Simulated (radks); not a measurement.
The numbers below are computed, except where a source is named.
Spin polarisation of the 3p2 shell in neutral silicon. Start: [Ne] 3s2 3p(up 1, down 1); electrons of 3p are moved from spin down to spin up, other shells keep equal spins. Level of theory: non-relativistic Kohn-Sham, LDA (Slater exchange, Perdew-Wang correlation), spin-polarised, spherical densities, point nucleus (a radial shooting solver on a logarithmic mesh with Libxc functionals).

[
 {"moment (Bohr magnetons)": "0", "E - E(0) (eV)": "0.000", "e(3p up) (eV)": "-4.172", "e(3p down) (eV)": "-4.172", "3s down minus up (eV)": "0.000"},
 {"moment (Bohr magnetons)": "0.5", "E - E(0) (eV)": "-0.040", "e(3p up) (eV)": "-4.321", "e(3p down) (eV)": "-3.997", "3s down minus up (eV)": "0.365"},
 {"moment (Bohr magnetons)": "1", "E - E(0) (eV)": "-0.162", "e(3p up) (eV)": "-4.447", "e(3p down) (eV)": "-3.796", "3s down minus up (eV)": "0.733"},
 {"moment (Bohr magnetons)": "1.5", "E - E(0) (eV)": "-0.367", "e(3p up) (eV)": "-4.549", "e(3p down) (eV)": "-3.564", "3s down minus up (eV)": "1.106"},
 {"moment (Bohr magnetons)": "2", "E - E(0) (eV)": "-0.655", "e(3p up) (eV)": "-4.624", "e(3p down) (eV)": "-3.301", "3s down minus up (eV)": "1.482"}
]

At moment 2 the spin-polarisation energy is -0.655 eV and the 3p exchange splitting 1.323 eV, that is 0.662 eV per Bohr magneton; E = -I m^2/4 would give I = 0.655 eV.
